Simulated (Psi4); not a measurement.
C2H2F (SMILES [CH]=CF), doublet, at a GFN2-xTB geometry; TPSS/6-31G (Psi4).

The Psi4 input:
```
memory 2 GB

molecule {
0 2
  C     0.03831317    0.37748676   -0.00198934
  C     1.23935301   -0.08688495   -0.03729312
  F    -1.07331666   -0.38169762    0.03330233
  H    -0.24782299    1.43729641    0.00433304
  H     2.24167587    0.25437132   -0.06835927
}

set basis 6-31g
set reference uks
set df_basis_scf cc-pvqz-jkfit

energy('tpss')
print_variables()
```

Output, abridged:

```
   => Loading Basis Set <=

    Name: 6-31G
    Role: ORBITAL
    Keyword: BASIS

         ---------------------------------------------------------
                                   SCF
               by Justin Turney, Rob Parrish, Andy Simmonett
                          and Daniel G. A. Smith
                              UKS Reference
         ---------------------------------------------------------

  ==> Geometry <==

    Molecular point group: c1
    Full point group: C1

    Geometry (in Angstrom), charge = 0, multiplicity = 2:

       Center              X                  Y                   Z               Mass
    ------------   -----------------  -----------------  -----------------  -----------------
         C            0.106066536032     0.423239548715    -0.004139209371    12.000000000000
         C            1.307106376032    -0.041132161285    -0.039442989371    12.000000000000
         F           -1.005563293968    -0.335944831285     0.031152460629    18.998403162730
         H           -0.180069623968     1.483049198715     0.002183170629     1.007825032230
         H            2.309429236032     0.300124108715    -0.070509139371     1.007825032230

  Running in c1 symmetry.

  Rotational constants: A =      3.07670  B =      0.36300  C =      0.32469 [cm^-1]
  Rotational constants: A =  92237.03279  B =  10882.35543  C =   9733.92290 [MHz]
  Nuclear repulsion =   61.065224396373850

  Charge       = 0
  Multiplicity = 2
  Electrons    = 23
  Nalpha       = 12
  Nbeta        = 11

  ==> Algorithm <==

  SCF Algorithm Type is DF.
  DIIS enabled.
  MOM disabled.
  Fractional occupation disabled.
  Guess Type is SAD.
  Energy threshold   = 1.00e-06
  Density threshold  = 1.00e-06
  Integral threshold = 1.00e-12

  ==> Primary Basis <==

  Basis Set: 6-31G
    Blend: 6-31G
    Number of shells: 19
    Number of basis functions: 31
    Number of Cartesian functions: 31
    Spherical Harmonics?: false
    Max angular momentum: 1

  ==> DFT Potential <==

   => LibXC <=

    Version 7.1.2
    S. Lehtola, C. Steigemann, M. J. T. Oliveira, and M. A. L. Marques,  SoftwareX 7, 1–5 (2018) (10.1016/j.softx.2017.11.002)

   => Composite Functional: TPSS <=

    TPSS Meta-GGA XC Functional

    J. Tao, et al., Phys. Rev. Lett., 91, 146401, 2003

    Deriv               =              1
    GGA                 =           TRUE
    Meta                =           TRUE

    Exchange Hybrid     =          FALSE
[...]
      Ntotal   =   23.0000016995 ; deviation = 1.699e-06

   @Spin Contamination Metric:   1.236152002E-02
   @S^2 Expected:                7.500000000E-01
   @S^2 Observed:                7.623615200E-01
   @S   Expected:                5.000000000E-01
   @S   Observed:                5.000000000E-01

    Orbital Energies [Eh]
    ---------------------

    Alpha Occupied:

[...]
    Alpha Virtual:

[...]
      31A      2.003570

    Beta Occupied:

[...]
    Beta Virtual:

[...]
    Final Occupation by Irrep:
              A
    DOCC [    11 ]
    SOCC [     1 ]
    NA   [    12 ]
    NB   [    11 ]

  @DF-UKS Final Energy:  -177.11161590968302

   => Energetics <=

    Nuclear Repulsion Energy =             61.0652243963738499
    One-Electron Energy =                -363.3730745865406107
    Two-Electron Energy =                 147.2418871900588329
    DFT Exchange-Correlation Energy =     -22.0456529095751357
    Empirical Dispersion Energy =           0.0000000000000000
    VV10 Nonlocal Energy =                  0.0000000000000000
    Total Energy =                       -177.1116159096830245

  UHF NO Occupations:
  HONO-2 :   10  A 1.9993296
  HONO-1 :   11  A 1.9948480
  HONO-0 :   12  A 1.0000000
  LUNO+0 :   13  A 0.0051520
  LUNO+1 :   14  A 0.0006704
  LUNO+2 :   15  A 0.0001935
  LUNO+3 :   16  A 0.0001496

Computation Completed

Properties will be evaluated at   0.000000,   0.000000,   0.000000 [a0]

Properties computed using the SCF density matrix

 Multipole Moments:

 ------------------------------------------------------------------------------------
     Multipole            Electronic (a.u.)      Nuclear  (a.u.)        Total (a.u.)
 ------------------------------------------------------------------------------------

 L = 1.  Multiply by 2.5417464519 to convert [e a0] to [Debye]
 Dipole X            :         -2.4377952            2.9448121            0.5070169
 Dipole Y            :         -1.4006566            1.9885855            0.5879290
 Dipole Z            :          0.0768130           -0.0934413           -0.0166283
 Magnitude           :                                                    0.7765327

 ------------------------------------------------------------------------------------

  Variable Map:
  ----------------------------------------------------------------------------
[...]
  Array Variable Map:
  ----------------------------------------------------------------------------
[...]
[...]
```
